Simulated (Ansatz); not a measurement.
A nudged elastic band was laid between two geometries of BClF2H2O (7 atoms, charge 0, multiplicity 1).

These are results of RKS B3LYP/def2-SVP in Ansatz 0.2.0, not measurements.

| Quantity | Value |
| --- | --- |
| movable images | 9 |
| climbing image | yes |
| spring | 5.0 eV/Å² |
| optimiser | quadratic models (default) |
| start path | through a guess of the saddle point |
| force threshold | 0.03 eV/Å |
| iteration limit | 60 |
| end points | relaxed |

First end point:

```xyz
7
Properties=species:S:1:pos:R:3
B 0.044 -0.671 0.254
Cl 1.843 -0.662 -0.127
F -0.742 -1.250 -0.682
F -0.277 -0.899 1.533
H 0.468 1.433 -0.266
O -0.358 1.001 0.017
H -0.978 1.047 -0.730
```

Last end point:

```xyz
7
Properties=species:S:1:pos:R:3
B -0.960 -0.739 0.325
Cl 2.858 1.366 -0.219
F -2.185 -1.035 -0.085
F -0.429 -1.425 1.315
H 1.663 0.870 -0.115
O -0.243 0.254 -0.252
H -0.704 0.708 -0.970
```

**Question.** Which bonds break or form, and what moves?

**Answer.** Bonds broken: B1–Cl2, H5–O6. Bonds formed: Cl2–H5. BClF2H2O becomes BF2HO + ClH.

**Question.** What energy profile does the band end with?

**Answer.** The run converged. The highest image is number 2 of 0 to 10, 63.6 kJ/mol above the first end and 92.5 kJ/mol above the last; the last end lies 28.8 kJ/mol below the first. A vibrational analysis at the climbing image gives one clearly imaginary mode, 1034i cm⁻¹: a first-order saddle point. The orbitals stay closed-shell, which can raise the energy where a bond breaks towards radicals; this wasn't checked here.

```
image  path coordinate (Å)  energy (kJ/mol)  B1–Cl2 (Å)  H5–O6 (Å)  Cl2–H5 (Å)
    0                 0.00              0.0        1.84       0.97        2.51
    1                 0.44             17.7        1.94       1.01        1.98
    2                 0.89             63.6        2.24       1.23        1.56
    3                 1.32             10.2        2.60       1.65        1.34
    4                 1.75            -20.7        3.01       1.99        1.30
    5                 2.18            -26.7        3.36       2.14        1.30
    6                 2.61            -27.8        3.63       2.09        1.30
    7                 3.04            -28.1        3.86       2.03        1.30
    8                 3.47            -28.3        4.07       2.01        1.30
    9                 3.90            -28.6        4.26       2.00        1.30
   10                 4.33            -28.8        4.39       2.01        1.30
```

**Question.** What is the geometry of the highest image?

**Answer.** 
```xyz
7
Properties=species:S:1:pos:R:3
B -0.254 -0.531 0.278
Cl 1.896 -0.194 -0.233
F -0.788 -1.306 -0.662
F -0.284 -0.902 1.545
H 0.786 0.908 -0.205
O -0.418 0.928 0.040
H -0.938 1.098 -0.763
```

**Question.** What are the harmonic wavenumbers there?

**Answer.** 1034i, 202, 239, 368, 410, 457, 529, 645, 882, 960, 1143, 1243, 1468, 1608, 3776 cm⁻¹.

The band took 15 iterations and roughly 7 core-minutes.

Run time: 3.6 min on 2 threads of Arm Neoverse V1, on a shared host, peak memory 0.16 GiB.
